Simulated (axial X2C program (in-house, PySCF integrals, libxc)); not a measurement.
**Worked dissociation energy of SnC: CCSD, without spin–orbit coupling**

Computed with an axial X2C code built on PySCF integrals. Spin-free means the one-electron spin-free X2C Hamiltonian. Basis: Sn dyall-cv3z [11s12p9d4f1g], C dyall-v3z [7s6p2d1f] (cores contracted in-house); Gaussian nuclei, density fitting, unrestricted open shells. Masses: Sn 119.902 u, C 12.000 u.

Molecular state: M_S = 1, Λ = 1 (beyond evenly filled blocks: σα, π+α, π+β, π-α).

Correlated methods: 18 electrons correlated (number of frozen shells: Sn 4 s, 3 p, 1 d; C 1 s), 234 virtual spin orbitals or spinors in MP2, 110 natural virtuals in coupled cluster.

* E(Sn) (2M_S = 2, M_L = 0): -6174.309764 hartree
* E(C) (2M_S = 2, M_L = 0): -37.797327 hartree
* E(SnC) at Re: -6212.204972 hartree
* ωe: 629.9 cm⁻¹
* ωexe: 5.55 cm⁻¹

Task: Work out De and D0.

Result: De = -6174.309764 + (-37.797327) − (-6212.204972) = 0.09788 hartree = 2.663 eV. The zero-point energy is ωe/2 − ωexe/4 = 314 cm⁻¹ = 0.039 eV, so D0 = 2.625 eV.

The state is one determinant whose occupation by symmetry is held fixed; it was picked as the lowest of a PBE0 search that is not exhaustive. De is counted from the lowest determinant-based energies of the atoms at the same level, without counterpoise correction. CCSD ran in a truncated set of natural virtual spinors with an MP2 remainder; without triples it tends to underbind. PBE0 can misorder states that lie within some tenths of an eV, so this need not be the ground state of the molecule. The nearest other spin-free determinant of the search, M_S = 1, Λ = 0, lies 0.21 eV up at the distance of the search. The determinant is spin-polarised beyond a pure state at some levels (its spin-free form has ⟨S²⟩ too high), which makes Re and μ there less reliable. The T1 diagnostic is large, a sign of multireference character. Spin-free De lacks the spin–orbit lowering of the heavy p-block atom, a tenth of an eV or more for 4p and 5p, up to an eV for 6p and one to two eV for 7p atoms, less what an open-shell molecule gains itself.

Each atomic determinant is the lowest at this level and need not be a pure term. Totals compare only within one Hamiltonian and basis.
